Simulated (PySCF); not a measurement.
Members of one family of related compounds. Method used: TDDFT CAM-B3LYP/def2-SVPD, vertical, gas phase, core orbitals frozen in the response (PySCF). Geometries: PBE0-D3(BJ)/def2-SVP; one conformer of each isolated species. Triplets are in the Tamm–Dancoff approximation. 'Strongest' means the level of largest summed f among the lowest 10 singlets; it needn't be the same kind of state in each.

**Question.** Rank by computed lowest singlet excitation energy, lowest first.
A. `CSBN[SiH3]`
B. `CSBOC(C)C`
C. `CSBSC`
D. `C=CCBSC`
E. `CSBC1CCCC1`

**Answer.** C (5.51 eV), D (5.68 eV), A (5.88 eV), E (6.04 eV), B (6.24 eV).

```csv
SMILES,S1 (eV),HOMO (eV),f (strongest),f (S1),LUMO (eV),S1 mainly
CSBSC,5.51,-8.16,0.25,0.247,0.37,H→L (96%)
C=CCBSC,5.68,-8.55,0.25,0.023,0.30,H→L (88%)
CSBN[SiH3],5.88,-8.16,0.24,0.002,0.85,H→L (72%)
CSBC1CCCC1,6.04,-8.79,0.22,0.002,0.39,H-1→L (95%)
CSBOC(C)C,6.24,-8.43,0.12,0.117,1.04,H→L (60%)
```

H and L stand for HOMO and LUMO.

- `CSBSC`: Löwdin shares by element: HOMO sulfur 75%, boron 9%, carbon 6% or more; LUMO sulfur 42%, boron 41%, hydrogen 8% or more.
- `C=CCBSC`: Löwdin shares by element: HOMO carbon 76% or more, boron 6% (atoms not listed hold the other 18%); LUMO boron 39%, sulfur 23%, carbon 11% or more, hydrogen 8% or more (atoms not listed hold the other 19%).
- `CSBN[SiH3]`: Löwdin shares by element: HOMO sulfur 57%, nitrogen 15%, carbon 9%, boron 8%; LUMO sulfur 28%, silicon 20%, boron 15%, hydrogen 11% or more (atoms not listed hold the other 27%).
- `CSBC1CCCC1`: Löwdin shares by element: HOMO sulfur 64%, boron 14%, carbon 10% or more; LUMO boron 40%, sulfur 24%, carbon 8% or more, hydrogen 8% or more (atoms not listed hold the other 19%).
- `CSBOC(C)C`: Löwdin shares by element: HOMO sulfur 64%, carbon 10% or more, boron 9%, oxygen 8%; LUMO boron 35%, sulfur 23%, oxygen 12%, hydrogen 7% or more (atoms not listed hold the other 23%).

Without π bonds the low states are Rydberg-like; a valence basis with one diffuse set may place them up to an eV too high.
